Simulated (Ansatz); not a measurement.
`[CH3][Al]([F])[BH]O` + `CNC=N` → `C/N=C/NC` + `O[BH][AlH][F]`  (substitution at a C–Al bond)

Computed with Ansatz on PBE0-D4/def2-TZVP structures; ΔE is electronic, products minus reactants. CCSD(T)/CBS adds triple-zeta CCSD(T) − MP2 to the extrapolated MP2 energy (def2 sets, frozen cores). DFT in def2-TZVPP. One conformer a species, not always the lowest.

`[CH3][Al]([F])[BH]O`:

Cartesian coordinates in Å:
```
C 1.630 -0.263 -1.041
Al -0.167 0.404 -0.698
F -0.922 1.160 -1.973
B -1.286 0.325 1.137
O -1.514 -0.895 1.686
H 1.755 -0.577 -2.081
H 2.371 0.524 -0.855
H 1.888 -1.104 -0.392
H -1.728 1.290 1.716
H -2.026 -0.864 2.501
```

`CNC=N`:

Cartesian coordinates in Å:
```
C 0.466 -0.053 -1.075
N -0.072 -0.731 0.071
C -0.508 -0.061 1.173
N -0.432 1.182 1.432
H 0.735 -0.787 -1.833
H -0.250 0.653 -1.515
H 1.371 0.503 -0.811
H -0.351 -1.690 -0.029
H -0.963 -0.719 1.916
H 0.004 1.703 0.672
```

`C/N=C/NC`:

Z-matrix (Å, degrees):
```
C
N 1 1.436
H 1 1.102 2 113.7
H 1 1.094 2 110.0 3 -121.4
H 1 1.095 2 110.2 3 121.3
C 2 1.266 1 117.4 3 -2.1
N 6 1.360 2 123.0 1 -176.6
H 6 1.100 2 123.3 1 1.5
C 7 1.440 6 120.4 2 -8.6
H 7 1.004 6 116.4 2 -162.4
H 9 1.090 7 109.1 6 175.8
H 9 1.096 7 112.4 6 -62.7
H 9 1.091 7 109.5 6 56.5
```

`O[BH][AlH][F]`:

Cartesian coordinates in Å:
```
O 1.547 0.638 -0.422
B 0.215 0.448 -0.593
Al -0.808 -0.821 0.804
F -1.855 -0.090 1.863
H 1.944 1.221 -1.076
H -0.320 1.004 -1.523
H -0.723 -2.400 0.947
```

```
        level  ΔE (kJ/mol)
     PBE-QIDH         63.3
MP2/CBS(def2)         66.2
```

Problem. What does CCSD(T)/CBS give? (Best estimate.)

Solution. The calculation gave: +65.3 kJ/mol. The listed levels differ from it by -2.0, 0.9 kJ/mol.

Largest T1 diagnostic among the species: 0.014.

In def2-TZVPP, CCSD(T) changes the Hartree–Fock value by +8.6 kJ/mol (the triples alone add +0.4 kJ/mol) and MP2 by +9.5 kJ/mol. Leaving LDA and LC-ωPBE aside and taking each functional with its dispersion term where it has one, the values, not all of them listed here, spread over 11.2 kJ/mol, from B97M-V to r2SCAN-D4. LDA lies −5.6 kJ/mol from PBE without D4. At CCSD(T), def2-SVP lies −20.8 kJ/mol from the extrapolated value and def2-TZVPP −2.4 kJ/mol.
